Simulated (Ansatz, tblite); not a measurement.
Removing and adding an electron: Al12P12, a nanocrystal cut from wurtzite AlP (bare). Total charge 0; singlet. Geometry: r2SCAN-D4/def2-SVP. Ansatz, gas phase; energy differences of separate SCF runs; the oxidised species was run as a doublet alone; the reduced species was run as a doublet alone.

```xyz
24

P    -2.2320   -1.1756    3.6608
Al   -0.9785   -2.7176    2.4920
Al   -2.0122   -0.2401    1.4271
P    -1.6131   -2.3498    0.2880
P    -2.6708    0.7991   -0.6594
Al   -1.4560   -1.0165   -1.7273
Al   -2.0893    1.6051   -2.7588
P    -1.8773   -0.3150   -4.0171
P     1.1224   -3.6440    2.2845
Al    0.8183   -2.3222    0.2665
P     0.8248   -1.7752   -2.0920
Al    0.4150   -0.2380   -3.7844
Al   -0.4146    0.2376    3.7850
P    -0.8252    1.7743    2.0924
Al   -0.8189    2.3238   -0.2670
P    -1.1218    3.6437   -2.2870
P     1.8778    0.3141    4.0172
Al    2.0893   -1.6055    2.7581
Al    1.4560    1.0167    1.7276
P     2.6712   -0.7975    0.6595
P     1.6114    2.3512   -0.2874
Al    2.0114    0.2400   -1.4262
Al    0.9791    2.7169   -2.4923
P     2.2330    1.1743   -3.6599
```

The xTB rows come from tblite. Single mean-field runs in def2-SVP are fitted with def2-universal-jkfit. HOMO above LUMO, or a gap near zero within one spin, warns that the state may not be the lowest or that an electron is smeared out.

Q: Estimate orbital energies and vertical ionisation energies and electron affinities at: GFN1-xTB; GFN2-xTB; PBE-D4/def2-SVP; PBE0-D4/def2-SVP.

A: 
```json
{"level": "GFN1-xTB", "−HOMO (eV)": "8.38", "vertical IE (eV)": "10.04", "−LUMO (eV)": "7.81", "vertical EA (eV)": "6.14", "HOMO–LUMO gap (eV)": "0.58", "IE − EA (eV)": "3.89", "remarks": "–"}
{"level": "GFN2-xTB", "−HOMO (eV)": "9.10", "vertical IE (eV)": "10.38", "−LUMO (eV)": "7.53", "vertical EA (eV)": "6.26", "HOMO–LUMO gap (eV)": "1.57", "IE − EA (eV)": "4.12", "remarks": "–"}
{"level": "PBE-D4/def2-SVP", "−HOMO (eV)": "5.34", "vertical IE (eV)": "–", "−LUMO (eV)": "4.07", "vertical EA (eV)": "2.66", "HOMO–LUMO gap (eV)": "1.27", "IE − EA (eV)": "–", "remarks": "gap within one spin near zero (-1 doublet)"}
{"level": "PBE0-D4/def2-SVP", "−HOMO (eV)": "6.19", "vertical IE (eV)": "7.29", "−LUMO (eV)": "3.50", "vertical EA (eV)": "2.51", "HOMO–LUMO gap (eV)": "2.70", "IE − EA (eV)": "4.78", "remarks": "–"}
```

Relaxing the oxidised species (r2SCAN-D4/def2-SVP) changes its energy by -0.08 eV at PBE0-D4/def2-SVP, so the adiabatic ionisation energy to this nearest minimum is 7.21 eV.  Run but left out: LDA (SPW92)/def2-SVP, PBE-D4/def2-SVP (charge +1 doublet: an occupied level 0.04 to 0.06 eV above an empty one); LDA (SPW92)/def2-SVP (charge -1 doublet: an occupied level 0.03 eV above an empty one).   Raw xTB energy differences between charge states are shifted by several eV; the methods need an empirical correction for them. Sets without diffuse functions give affinities that are too small.
